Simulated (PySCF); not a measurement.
**Dipole response of Se (selenium, neutral)**

[Ar] 3d10 4s2 4p4, high-spin 3P determinant. Computed with PySCF 2.14 in x2c-TZVPPall with one added diffuse shell each of s, p, d type (7s6p5d1f, 57 functions), with the spin-free X2C one-electron Hamiltonian (Gaussian nucleus). Coupled (time-dependent) response in atomic units; α is the mean over directions.

```
 method  mean α (bohr³)         α xx, yy, zz  C₆ (like pair)  S(−4)
    UHF           25.01  23.32, 28.40, 23.32           206.4  156.5
    PBE           27.47  25.30, 31.82, 25.30           230.6  207.9
   PBE0           26.28  24.32, 30.19, 24.32           218.4  182.9
r2SCANh           26.19  24.21, 30.13, 24.21           224.1  169.7
 M06-2X           26.21  24.43, 29.78, 24.43           214.4  186.0
```

S(−4) is the Cauchy moment in α(ω) = α(0) + S(−4) ω² + …

Reference α: 28.9 ± 1 bohr³ (recommended; Schwerdtfeger and Nagle, table of static dipole polarizabilities (2023 update)). Published C₆: 210.0 (Chu and Dalgarno (2004); Tang, Norbeck and Certain (1976)).

Spin-orbit coupling is absent.

α(iu) at r2SCANh:

```csv
u (hartree),α(iu) (bohr³)
0,26.19
0.0500,25.77
0.100,24.62
0.200,21.06
0.300,17.24
0.500,11.33
0.750,7.073
1.00,4.751
1.50,2.538
2.00,1.579
3.00,0.7910
5.00,0.3222
```

A single London oscillator, α(iu) = α/(1 + u²/ω²), gives C₆ = (3/4) ω α². Matching the computed C₆ needs ω = 4 × 224.1 / (3 × 26.19²) = 0.436 hartree.

The components differ because the open shell of this determinant is not spherical; for a pure term their mean is the scalar polarisability.
